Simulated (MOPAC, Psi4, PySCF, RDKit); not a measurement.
Conformational energy of C3H6O3, SMILES O(C)C(=O)OC. Scanned: dihedral C1–O2–C3–O4; all other coordinates were relaxed at GFN2-xTB. Points at φ and −φ are mirror images. Heavy atoms are numbered in the order of the SMILES COC(=O)OC, hydrogens after them in the order of the atoms that carry them; the mirror image has the same energies with the sign of each dihedral reversed.

- PM7, restricted, heats of formation // GFN2-xTB (MOPAC)
- MMFF94 // GFN2-xTB (RDKit)
- RKS-B3LYP/6-31G* = restricted B3LYP/6-31G*, spherical d, density fitting // GFN2-xTB run with PySCF 2.14.0
- MP2/cc-pVTZ = DF-MP2 (frozen core)/cc-pVTZ // GFN2-xTB (Psi4)

Energies relative to the lowest point of each profile, in kJ/mol; the last columns give the difference from MP2:

```json
[
 {"φ / °": "-165", "PM7": "1.6", "MMFF94": "24.2", "RKS-B3LYP/6-31G*": "14.9", "MP2/cc-pVTZ": "15.4", "PM7 − MP2/cc-pVTZ": "-13.8", "MMFF94 − MP2/cc-pVTZ": "8.8", "RKS-B3LYP/6-31G* − MP2/cc-pVTZ": "-0.5"},
 {"φ / °": "-150", "PM7": "5.9", "MMFF94": "28.8", "RKS-B3LYP/6-31G*": "20.3", "MP2/cc-pVTZ": "21.3", "PM7 − MP2/cc-pVTZ": "-15.4", "MMFF94 − MP2/cc-pVTZ": "7.6", "RKS-B3LYP/6-31G* − MP2/cc-pVTZ": "-0.9"},
 {"φ / °": "-135", "PM7": "11.5", "MMFF94": "36.7", "RKS-B3LYP/6-31G*": "27.7", "MP2/cc-pVTZ": "29.2", "PM7 − MP2/cc-pVTZ": "-17.7", "MMFF94 − MP2/cc-pVTZ": "7.5", "RKS-B3LYP/6-31G* − MP2/cc-pVTZ": "-1.5"},
 {"φ / °": "-120", "PM7": "16.9", "MMFF94": "44.7", "RKS-B3LYP/6-31G*": "34.9", "MP2/cc-pVTZ": "36.7", "PM7 − MP2/cc-pVTZ": "-19.8", "MMFF94 − MP2/cc-pVTZ": "8.0", "RKS-B3LYP/6-31G* − MP2/cc-pVTZ": "-1.8"},
 {"φ / °": "-105", "PM7": "20.6", "MMFF94": "50.3", "RKS-B3LYP/6-31G*": "40.2", "MP2/cc-pVTZ": "41.7", "PM7 − MP2/cc-pVTZ": "-21.1", "MMFF94 − MP2/cc-pVTZ": "8.5", "RKS-B3LYP/6-31G* − MP2/cc-pVTZ": "-1.5"},
 {"φ / °": "-90", "PM7": "22.1", "MMFF94": "52.6", "RKS-B3LYP/6-31G*": "41.7", "MP2/cc-pVTZ": "43.2", "PM7 − MP2/cc-pVTZ": "-21.2", "MMFF94 − MP2/cc-pVTZ": "9.4", "RKS-B3LYP/6-31G* − MP2/cc-pVTZ": "-1.6"},
 {"φ / °": "-75", "PM7": "21.0", "MMFF94": "49.5", "RKS-B3LYP/6-31G*": "37.9", "MP2/cc-pVTZ": "39.9", "PM7 − MP2/cc-pVTZ": "-18.9", "MMFF94 − MP2/cc-pVTZ": "9.6", "RKS-B3LYP/6-31G* − MP2/cc-pVTZ": "-2.0"},
 {"φ / °": "-60", "PM7": "17.7", "MMFF94": "40.2", "RKS-B3LYP/6-31G*": "29.6", "MP2/cc-pVTZ": "31.7", "PM7 − MP2/cc-pVTZ": "-13.9", "MMFF94 − MP2/cc-pVTZ": "8.5", "RKS-B3LYP/6-31G* − MP2/cc-pVTZ": "-2.0"},
 {"φ / °": "-45", "PM7": "13.4", "MMFF94": "27.4", "RKS-B3LYP/6-31G*": "19.4", "MP2/cc-pVTZ": "21.2", "PM7 − MP2/cc-pVTZ": "-7.8", "MMFF94 − MP2/cc-pVTZ": "6.2", "RKS-B3LYP/6-31G* − MP2/cc-pVTZ": "-1.8"},
 {"φ / °": "-30", "PM7": "9.3", "MMFF94": "15.1", "RKS-B3LYP/6-31G*": "10.1", "MP2/cc-pVTZ": "11.6", "PM7 − MP2/cc-pVTZ": "-2.3", "MMFF94 − MP2/cc-pVTZ": "3.5", "RKS-B3LYP/6-31G* − MP2/cc-pVTZ": "-1.5"},
 {"φ / °": "-15", "PM7": "5.9", "MMFF94": "5.2", "RKS-B3LYP/6-31G*": "3.4", "MP2/cc-pVTZ": "4.2", "PM7 − MP2/cc-pVTZ": "1.6", "MMFF94 − MP2/cc-pVTZ": "1.0", "RKS-B3LYP/6-31G* − MP2/cc-pVTZ": "-0.8"},
 {"φ / °": "0", "PM7": "3.7", "MMFF94": "0.0", "RKS-B3LYP/6-31G*": "0.0", "MP2/cc-pVTZ": "0.0", "PM7 − MP2/cc-pVTZ": "3.7", "MMFF94 − MP2/cc-pVTZ": "0.0", "RKS-B3LYP/6-31G* − MP2/cc-pVTZ": "0.0"},
 {"φ / °": "15", "PM7": "5.9", "MMFF94": "5.2", "RKS-B3LYP/6-31G*": "3.4", "MP2/cc-pVTZ": "4.2", "PM7 − MP2/cc-pVTZ": "1.6", "MMFF94 − MP2/cc-pVTZ": "1.0", "RKS-B3LYP/6-31G* − MP2/cc-pVTZ": "-0.8"},
 {"φ / °": "30", "PM7": "9.3", "MMFF94": "15.1", "RKS-B3LYP/6-31G*": "10.1", "MP2/cc-pVTZ": "11.6", "PM7 − MP2/cc-pVTZ": "-2.3", "MMFF94 − MP2/cc-pVTZ": "3.5", "RKS-B3LYP/6-31G* − MP2/cc-pVTZ": "-1.5"},
 {"φ / °": "45", "PM7": "13.4", "MMFF94": "27.4", "RKS-B3LYP/6-31G*": "19.4", "MP2/cc-pVTZ": "21.2", "PM7 − MP2/cc-pVTZ": "-7.8", "MMFF94 − MP2/cc-pVTZ": "6.2", "RKS-B3LYP/6-31G* − MP2/cc-pVTZ": "-1.8"},
 {"φ / °": "60", "PM7": "17.7", "MMFF94": "40.2", "RKS-B3LYP/6-31G*": "29.6", "MP2/cc-pVTZ": "31.7", "PM7 − MP2/cc-pVTZ": "-13.9", "MMFF94 − MP2/cc-pVTZ": "8.5", "RKS-B3LYP/6-31G* − MP2/cc-pVTZ": "-2.0"},
 {"φ / °": "75", "PM7": "21.0", "MMFF94": "49.5", "RKS-B3LYP/6-31G*": "37.9", "MP2/cc-pVTZ": "39.9", "PM7 − MP2/cc-pVTZ": "-18.9", "MMFF94 − MP2/cc-pVTZ": "9.6", "RKS-B3LYP/6-31G* − MP2/cc-pVTZ": "-2.0"},
 {"φ / °": "90", "PM7": "22.1", "MMFF94": "52.6", "RKS-B3LYP/6-31G*": "41.7", "MP2/cc-pVTZ": "43.2", "PM7 − MP2/cc-pVTZ": "-21.2", "MMFF94 − MP2/cc-pVTZ": "9.4", "RKS-B3LYP/6-31G* − MP2/cc-pVTZ": "-1.6"},
 {"φ / °": "105", "PM7": "20.6", "MMFF94": "50.3", "RKS-B3LYP/6-31G*": "40.2", "MP2/cc-pVTZ": "41.7", "PM7 − MP2/cc-pVTZ": "-21.1", "MMFF94 − MP2/cc-pVTZ": "8.5", "RKS-B3LYP/6-31G* − MP2/cc-pVTZ": "-1.5"},
 {"φ / °": "120", "PM7": "16.9", "MMFF94": "44.7", "RKS-B3LYP/6-31G*": "34.9", "MP2/cc-pVTZ": "36.7", "PM7 − MP2/cc-pVTZ": "-19.8", "MMFF94 − MP2/cc-pVTZ": "8.0", "RKS-B3LYP/6-31G* − MP2/cc-pVTZ": "-1.8"},
 {"φ / °": "135", "PM7": "11.5", "MMFF94": "36.7", "RKS-B3LYP/6-31G*": "27.7", "MP2/cc-pVTZ": "29.2", "PM7 − MP2/cc-pVTZ": "-17.7", "MMFF94 − MP2/cc-pVTZ": "7.5", "RKS-B3LYP/6-31G* − MP2/cc-pVTZ": "-1.5"},
 {"φ / °": "150", "PM7": "5.9", "MMFF94": "28.8", "RKS-B3LYP/6-31G*": "20.3", "MP2/cc-pVTZ": "21.3", "PM7 − MP2/cc-pVTZ": "-15.4", "MMFF94 − MP2/cc-pVTZ": "7.6", "RKS-B3LYP/6-31G* − MP2/cc-pVTZ": "-0.9"},
 {"φ / °": "165", "PM7": "1.6", "MMFF94": "24.2", "RKS-B3LYP/6-31G*": "14.9", "MP2/cc-pVTZ": "15.4", "PM7 − MP2/cc-pVTZ": "-13.8", "MMFF94 − MP2/cc-pVTZ": "8.8", "RKS-B3LYP/6-31G* − MP2/cc-pVTZ": "-0.5"},
 {"φ / °": "180", "PM7": "0.0", "MMFF94": "22.6", "RKS-B3LYP/6-31G*": "12.8", "MP2/cc-pVTZ": "13.2", "PM7 − MP2/cc-pVTZ": "-13.2", "MMFF94 − MP2/cc-pVTZ": "9.4", "RKS-B3LYP/6-31G* − MP2/cc-pVTZ": "-0.3"}
]
```

PM7 is furthest from MP2/cc-pVTZ at -90 (-21.2 kJ/mol, below); its mean absolute difference over the points is 13.5 kJ/mol.

MMFF94 is furthest from MP2/cc-pVTZ at -75 (9.6 kJ/mol, above); its mean absolute difference over the points is 6.9 kJ/mol.

RKS-B3LYP/6-31G* is furthest from MP2/cc-pVTZ at -60 (-2.0 kJ/mol, below); its mean absolute difference over the points is 1.4 kJ/mol.
